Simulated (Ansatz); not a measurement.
C3H3, SMILES `C1=C[CH-]1` (singlet; the order of the spin states depends on the level) (charge -1, multiplicity 1). This singlet lies 0.39 eV below the relaxed triplet at the level frozen-core CCSD(T)/aug-cc-pVTZ // B3LYP-D3(BJ)/def2-TZVP (Ansatz, a quantum-chemistry and plane-wave program); other levels give the other order.

Cartesian coordinates (Å):
```xyz
6

C     -0.3944    -0.6181     0.2503
C     -0.2889     0.6413    -0.0167
C      0.9171     0.0572     0.8292
H     -1.1049    -1.4351     0.3288
H     -0.8571     1.5224    -0.2981
H      1.7283    -0.1677     0.0881
```
Charge -1, spin multiplicity 1.

Frozen-core energies in aug-cc-pVDZ from Ansatz at a geometry from B3LYP-D3(BJ)/def2-TZVP; the HF reference has <S^2> = 0.00 (restricted, and unstable towards unrestricted orbitals) and the T1 diagnostic is 0.017.

```json
[
 {"level": "HF", "energy (Ha)": "-115.14077"},
 {"level": "MP2", "energy (Ha)": "-115.57406"},
 {"level": "CCSD", "energy (Ha)": "-115.59628"},
 {"level": "CCSD(T)", "energy (Ha)": "-115.61874"}
]
```

Estimate the energies of CCSDT and CCSDT(Q), and give each level's difference from CCSDT(Q).


```csv
level,energy (Ha),difference from CCSDT(Q) (mHa)
MP2,-115.57406,46.90
CCSD,-115.59628,24.68
CCSD(T),-115.61874,2.22
CCSDT,-115.61903,1.92
CCSDT(Q),-115.62096,0.00
```
